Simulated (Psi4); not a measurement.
C$_{2}$H$_{5}$Se, doublet, geometry from GFN2-xTB; M06-2X/STO-3G (Psi4).

Psi4 was given this input:
```
memory 2 GB

molecule mol {
0 2
C     1.497613    0.163540   -0.589092
Se   -0.006418   -0.213598    0.382670
C    -1.331629    0.551674   -0.832546
H     2.429135   -0.147459   -0.151179
H     1.497623    1.058424   -1.187332
H    -1.154876    1.621271   -0.920965
H    -1.230251    0.070228   -1.802124
H    -2.319320    0.368597   -0.419362
}

set {
  basis sto-3g
  reference uks
}

energy('m06-2x')
print_variables()
```

Output, abridged:

```
   => Loading Basis Set <=

    Name: STO-3G
    Role: ORBITAL
    Keyword: BASIS

         ---------------------------------------------------------
                                   SCF
               by Justin Turney, Rob Parrish, Andy Simmonett
                          and Daniel G. A. Smith
                              UKS Reference
         ---------------------------------------------------------

  ==> Geometry <==

    Molecular point group: c1
    Full point group: C1

    Geometry (in Angstrom), charge = 0, multiplicity = 2:

       Center              X                  Y                   Z               Mass
    ------------   -----------------  -----------------  -----------------  -----------------
         C            1.491233070726     0.213956217319    -0.671749246103    12.000000000000
         SE          -0.012797929274    -0.163181782681     0.300012753897    79.916521800000
         C           -1.338008929274     0.602090217319    -0.915203246103    12.000000000000
         H            2.422755070726    -0.097042782681    -0.233836246103     1.007825032230
         H            1.491243070726     1.108840217319    -1.269989246103     1.007825032230
         H           -1.161255929274     1.671687217319    -1.003622246103     1.007825032230
         H           -1.236630929274     0.120644217319    -1.884781246103     1.007825032230
         H           -2.325699929274     0.419013217319    -0.502019246103     1.007825032230

  Running in c1 symmetry.

  Rotational constants: A =      0.44158  B =      0.24496  C =      0.16314 [cm^-1]
  Rotational constants: A =  13238.12239  B =   7343.65735  C =   4890.81859 [MHz]
  Nuclear repulsion =  178.217631055379144

  Charge       = 0
  Multiplicity = 2
  Electrons    = 51
  Nalpha       = 26
  Nbeta        = 25

  ==> Algorithm <==

  SCF Algorithm Type is DF.
  DIIS enabled.
  MOM disabled.
  Fractional occupation disabled.
  Guess Type is SAD.
  Energy threshold   = 1.00e-06
  Density threshold  = 1.00e-06
  Integral threshold = 1.00e-12

  ==> Primary Basis <==

  Basis Set: STO-3G
    Blend: STO-3G
    Number of shells: 19
    Number of basis functions: 33
    Number of Cartesian functions: 34
    Spherical Harmonics?: true
    Max angular momentum: 2

  ==> DFT Potential <==

   => LibXC <=

    Version 7.1.2
    S. Lehtola, C. Steigemann, M. J. T. Oliveira, and M. A. L. Marques,  SoftwareX 7, 1–5 (2018) (10.1016/j.softx.2017.11.002)

   => Composite Functional: M06-2X <=

[...]
      Ntotal   =   50.9999908388 ; deviation = -9.161e-06

   @Spin Contamination Metric:   4.121114814E-03
   @S^2 Expected:                7.500000000E-01
   @S^2 Observed:                7.541211148E-01
   @S   Expected:                5.000000000E-01
   @S   Observed:                5.000000000E-01

    Orbital Energies [Eh]
    ---------------------

    Alpha Occupied:

[...]
    Alpha Virtual:

[...]
      33A      0.582590

    Beta Occupied:

[...]
      25A     -0.217909

    Beta Virtual:

[...]
    Final Occupation by Irrep:
              A
    DOCC [    25 ]
    SOCC [     1 ]
    NA   [    26 ]
    NB   [    25 ]

  @DF-UKS Final Energy: -2453.09284256975025

   => Energetics <=

    Nuclear Repulsion Energy =            178.2176310553791438
    One-Electron Energy =               -3784.1502643082158102
    Two-Electron Energy =                1200.1318570653261304
    DFT Exchange-Correlation Energy =     -47.2920663822395966
    Empirical Dispersion Energy =           0.0000000000000000
    VV10 Nonlocal Energy =                  0.0000000000000000
    Total Energy =                      -2453.0928425697502462

  UHF NO Occupations:
  HONO-2 :   24  A 1.9993661
  HONO-1 :   25  A 1.9991630
  HONO-0 :   26  A 1.0000000
  LUNO+0 :   27  A 0.0008370
  LUNO+1 :   28  A 0.0006339
  LUNO+2 :   29  A 0.0004559
  LUNO+3 :   30  A 0.0001337

Computation Completed

Properties will be evaluated at   0.000000,   0.000000,   0.000000 [a0]

Properties computed using the SCF density matrix

 Multipole Moments:

 ------------------------------------------------------------------------------------
     Multipole            Electronic (a.u.)      Nuclear  (a.u.)        Total (a.u.)
 ------------------------------------------------------------------------------------

 L = 1.  Multiply by 2.5417464519 to convert [e a0] to [Debye]
 Dipole X            :          0.4098486           -0.6148666           -0.2050180
 Dipole Y            :         -4.5381099            4.8589396            0.3208296
 Dipole Z            :          7.6646650           -7.9661963           -0.3015313
 Magnitude           :                                                    0.4856801

 ------------------------------------------------------------------------------------

  Variable Map:
  ----------------------------------------------------------------------------
[...]
  Array Variable Map:
  ----------------------------------------------------------------------------
[...]
[...]
```
